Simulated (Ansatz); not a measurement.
`C=C(F)[SeH]` and `C=C(F)S` differ in one element.

Ansatz, PBE0-D4/def2-TZVP geometries, multiplicity 1. Each molecule was computed in one conformer, which needn't be the lowest.

Scalar relativity is left out up to krypton.

```tsv
property	`C=C(F)[SeH]`
HOMO energy (PBE/def2-TZVPP) / eV	-5.80
LUMO energy (PBE/def2-TZVPP) / eV	-1.35
HOMO energy (B3LYP/def2-TZVPP) / eV	-6.71
LUMO energy (ωB97M-V/def2-TZVPP) / eV	1.62
LUMO energy (B3LYP/def2-TZVPP) / eV	-0.67
HOMO–LUMO gap (PBE0/def2-TZVPP) / eV	6.52
```

Question: Give the same properties after the change, and the shifts. (An estimate is asked.)

Answer: Ansatz gave: 
| property | `C=C(F)S` | shift |
| --- | --- | --- |
| HOMO energy (PBE/def2-TZVPP) / eV | -5.70 | 0.10 |
| LUMO energy (PBE/def2-TZVPP) / eV | -1.05 | 0.30 |
| HOMO energy (B3LYP/def2-TZVPP) / eV | -6.64 | 0.07 |
| LUMO energy (ωB97M-V/def2-TZVPP) / eV | 1.91 | 0.29 |
| LUMO energy (B3LYP/def2-TZVPP) / eV | -0.33 | 0.34 |
| HOMO–LUMO gap (PBE0/def2-TZVPP) / eV | 6.81 | 0.29 |

With PBE0 the HOMO rises by 0.09 eV and the LUMO rises by 0.36 eV, so the gap widens by about 0.27 eV. PBE moves the HOMO by 0.10 eV and ωB97M-V by 0.09 eV.

B3LYP here is the variant with VWN-RPA as its local correlation; programs differ in this.

Spin–orbit coupling is left out; it splits and shifts lone-pair levels of the heavy atoms by tenths of an eV.
